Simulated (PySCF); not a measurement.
Cartesian coordinates in Å; atom numbers follow the order of the lines, from 1:
```xyz
21

C     2.978    0.571   -0.918
C     1.687    0.560   -0.604
C     1.027   -0.467    0.203
C     1.848   -1.640    0.657
N    -0.192   -0.469    0.566
C    -1.151    0.524    0.260
Si   -2.071   -0.084   -1.335
C    -2.172    0.589    1.328
N    -2.873    1.622    1.490
H     3.402    1.356   -1.523
H     3.664   -0.189   -0.586
H     1.054    1.357   -0.972
H     2.287   -2.152   -0.198
H     1.211   -2.330    1.201
H     2.652   -1.308    1.312
H    -0.766    1.532    0.064
H    -1.060   -0.140   -2.394
H    -3.131    0.874   -1.631
H    -2.595   -1.423   -1.079
H    -2.249   -0.334    1.919
H    -3.559    1.568    2.239
```

- GIAO PBE0/pcSseg-1 shieldings
- GFN2-xTB structure
- run in PySCF
- isolated molecule, fast rotation and ring inversion assumed for equivalent nuclei, one computed conformer, non-relativistic

δ = σ(ref) − σ, references computed at the same level: 13C (σ = 186.93 ppm), 1H (σ = 31.72 ppm), 29Si (σ = 349.16 ppm) against TMS; 15N (σ = 267.73 ppm) against NH3.

| atoms | nucleus | count | δ (ppm) |
| --- | --- | --- | --- |
| H16 | 1H | 1 | 5.08 |
| C3 | 13C | 1 | ? |
| C2 | 13C | 1 | 132.7 |
| N5 | 15N | 1 | 369.9 |
| H21 | 1H | 1 | 10.69 |
| H20 | 1H | 1 | 8.96 |
| C8 | 13C | 1 | 183.1 |
| C6 | 13C | 1 | ? |
| C4 | 13C | 1 | ? |
| H11 | 1H | 1 | 5.90 |
| Si7 | 29Si | 1 | -59.8 |
| H12 | 1H | 1 | ? |
| H13/H14/H15 | 1H | 3 | 2.26 |
| H17/H18/H19 | 1H | 3 | ? |
| C1 | 13C | 1 | 129.5 |
| N9 | 15N | 1 | 345.7 |
| H10 | 1H | 1 | 5.94 |

Problem. Complete the table.

Solution. 
- C3: 163.0 ppm, carbon bonded to 2 C, N
- C6: 63.3 ppm, carbon bonded to C, N, Si, H
- C4: 27.2 ppm, carbon bonded to C, 3 H
- H12: 6.95 ppm, hydrogen on a carbon bonded to 2 C
- H17/H18/H19: 3.86 ppm, hydrogen on a silicon bonded to C

OH/NH shifts are gas-phase values; hydrogen bonding in solution moves them, usually downfield. Shifts are as computed. Against solution values, carbons near 30 ppm lie about +3 ppm off and those near 130 ppm about +5 ppm. Of 1211 compounds with measured shifts, 218 miss one by over three times the rms of a fit or turn the order of signals round; such compounds aren't used in these exercises. Experimental scales use liquid or dissolved standards, which lie at an offset from isolated NH3 (liquid NH3: subtract about 20 ppm). Unscaled 15N shifts of sp2 nitrogen come out 20 to 40 ppm too high even then.
